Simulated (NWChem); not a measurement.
System meant: BeSiH4O; SMILES [SiH3][Be][OH]

Here is an NWChem input.

```
start job
memory heap 200 mb stack 900 mb global 1100 mb
geometry units angstroms noautoz
  Be     0.655791     0.044092    -0.456705
  O      1.779292     0.069413    -1.278714
  H      2.540842     0.087342    -1.843069
  Si    -1.091093     0.003944     0.822007
  H     -1.928217    -1.222167     0.603309
  H     -1.991115     1.182296     0.591749
  H     -0.729931     0.020512     2.278400
end
basis spherical
  * library def2-svp
end
dft
  xc b3lyp
  iterations 4
  mulliken
end
task dft energy
```

End of the output:

```
    Atom       Charge   Shell Charges
 -----------   ------   -------------------------------------------------------
    1 Be   4     3.86   1.96  0.46  0.20  0.87  0.36
    2 O    8     8.23   1.97  0.85  0.57  2.77  2.07  0.01
    3 H    1     0.89   0.54  0.16  0.19
    4 Si  14    13.78   2.00  1.94  0.68  0.36  5.82  1.34  1.48  0.17
    5 H    1     1.08   0.64  0.42  0.02
    6 H    1     1.08   0.64  0.42  0.02
    7 H    1     1.08   0.64  0.42  0.02

 center of mass
 --------------
 x =   0.00011409 y =  -0.11160461 z =   0.00011617

 moments of inertia (a.u.)
 ------------------
         567.505121750774           0.000000000000           0.000000000000
           0.000000000000          20.822432283509           0.000000000000
           0.000000000000           0.000000000000         567.507093566228

     Multipole analysis of the density
     ---------------------------------

     L   x y z        total         alpha         beta         nuclear
     -   - - -        -----         -----         ----         -------
     0   0 0 0     -0.000000    -15.000000    -15.000000     30.000000

     1   1 0 0     -0.002701     -0.001350     -0.001350      0.000000
     1   0 1 0     -1.002993     -0.501496     -0.501496      0.000000
     1   0 0 1     -0.003226     -0.001613     -0.001613      0.000000

     2   2 0 0    -20.117919    -15.224638    -15.224638     10.331357
     2   1 1 0      0.018541     -0.000592     -0.000592      0.019725
     2   1 0 1      0.000005      0.000004      0.000004     -0.000002
     2   0 2 0    -16.761337   -165.775830   -165.775830    314.790323
     2   0 1 1      0.021454      0.000395      0.000395      0.020664
     2   0 0 2    -20.117989    -15.223694    -15.223694     10.329398

 ------------------------------------------------------------------------
 dft energy failed                                                                                  0
 ------------------------------------------------------------------------
 ------------------------------------------------------------------------
  current input line :
    20: task dft energy
 ------------------------------------------------------------------------
 ------------------------------------------------------------------------
 This type of error is most commonly associated with calculations not reaching convergence criteria
 ------------------------------------------------------------------------
 For more information see the NWChem manual at https://nwchemgit.github.io

0:dft energy failed:Received an Error in Communication
```

Can this run be used? If not, why, and what is the fix?

The run did not converge; its last values are not results. Cause: the SCF was allowed too few iterations. This input runs:
```
start job
memory heap 200 mb stack 900 mb global 1100 mb
geometry units angstroms noautoz
  Be     0.655791     0.044092    -0.456705
  O      1.779292     0.069413    -1.278714
  H      2.540842     0.087342    -1.843069
  Si    -1.091093     0.003944     0.822007
  H     -1.928217    -1.222167     0.603309
  H     -1.991115     1.182296     0.591749
  H     -0.729931     0.020512     2.278400
end
basis spherical
  * library def2-svp
end
dft
  xc b3lyp
  iterations 150
  mulliken
end
task dft energy
```
It converges to -381.78005 Ha (B3LYP/def2-SVP).
